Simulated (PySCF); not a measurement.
Solvent effects on NMR parameters

Atoms are numbered as in `[O:1]=[C:2]([O-:3])/[CH:4]=[CH:5]/[CH:6]1[CH2:7][CH2:8][CH2:9]1`. Each H is labelled by its parent atom. Ha(C7), Ha(C8), Ha(C9) are cis to C5 on the ring; Hb(C7), Hb(C8), Hb(C9) are trans to C5 on the ring.

GIAO PBE0/pcSseg-1 in PySCF 2.14.0 with density-fitted response routines on one PBE0-D3(BJ)/def2-SVP conformer, non-relativistic, equivalent nuclei averaged. Solvents enter as an IEF-PCM continuum (cyclohexane with ε = 2.0, dimethylsulfoxide with ε = 46.8) around the gas-phase geometry. Shifts are referred to TMS computed in the same medium.

In cyclohexane, δ in ppm: C2 168.4, C4 148.7, C5 142.7, C6 42.3, C7/C9 32.5, C8 20.6, H(C5) 6.40, H(C4) 5.49, H(C6) 2.66, Hb(C7)/Hb(C9) 1.78, Ha(C7)/Ha(C9) 1.74, Hb(C8) 1.57, Ha(C8) 1.43. Dipole moment 14.17 D.

Task: How does each δ change in the more polar medium?

Result: 
```
        atoms                                environment  Δδ, dimethylsulfoxide
           C2                         carboxylate carbon                   +3.4
           C4                 α carbon of a C=C–C=O unit                   -5.0
           C5                 β carbon of a C=C–C=O unit                   +8.2
           C6                             allylic sp3 CH                   -1.0
        C7/C9                          sp3 CH2 in a ring                   -0.2
           C8                          sp3 CH2 in a ring                   +0.4
        H(C5)   hydrogen on a β carbon of a C=C–C=O unit                  +0.15
        H(C4)  hydrogen on an α carbon of a C=C–C=O unit                  +0.01
        H(C6)              hydrogen on an allylic sp3 CH                  +0.14
Hb(C7)/Hb(C9)           hydrogen on an sp3 CH2 in a ring                  +0.14
Ha(C7)/Ha(C9)           hydrogen on an sp3 CH2 in a ring                  +0.10
       Hb(C8)           hydrogen on an sp3 CH2 in a ring                  +0.26
       Ha(C8)           hydrogen on an sp3 CH2 in a ring                  +0.21
```

Changes are relative to cyclohexane. The dipole moment becomes 15.92 D in dimethylsulfoxide.

Task: Which nuclei move most (in ppm), and what does the model miss?

Result: C5 (β carbon of a C=C–C=O unit, +8.2 ppm) in dimethylsulfoxide. A continuum only polarises the solute; specific hydrogen bonds, the anisotropy of aromatic solvents and changes of geometry or conformer are outside it, as are counter-ions.
